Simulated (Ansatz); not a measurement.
Wavefunction ladder for CH₅Al₂FOS (`[OH][AlH][Al]([F])[CH2]S`)

```xyz
11

O    -0.3517    2.2075    0.0038
Al   -1.0000    1.2054   -1.2316
Al   -0.1402   -1.1425   -0.7264
F     0.1558   -2.3410   -1.8383
C     0.3050   -1.5289    1.1358
S     1.7900   -0.5003    0.7304
H    -0.5255    3.1459    0.0746
H    -1.9255    1.9061   -2.3232
H    -0.2001   -1.1361    2.0136
H     0.6943   -2.5267    1.3402
H     1.1980    0.7106    0.8212
```

The species carries charge 0 and has multiplicity 1. The geometry is a stationary point of PBE0-D4/def2-TZVP. It is one conformer, not always the lowest. Frozen core, restricted reference, the Gaussian-basis code of Ansatz. CBS rows extrapolate triple and quadruple zeta; past MP2 they add the triple-zeta difference.

```tsv
basis	HF (Eh)	MP2 corr.	CCSD corr.	(T)	CCSD(T) total
def2-SVP	-1096.12369	-0.77016	-0.82054	-0.02034	-1096.96457
def2-TZVPP	?	-0.99822	?	?	?
def2-QZVPP	-1096.74173	?	–	–	–
CBS(def2)	-1096.74666	-1.14381	-1.18738	as TZ	-1097.97397
```

**Question.** Fill in the withheld values. (Estimate.)

**Answer.** Ansatz gave: def2-TZVPP HF (Eh): -1096.70598; def2-TZVPP CCSD corr.: -1.04178; def2-TZVPP (T): -0.03993; def2-TZVPP CCSD(T) total: -1097.78769; def2-QZVPP MP2 corr.: -1.08186.
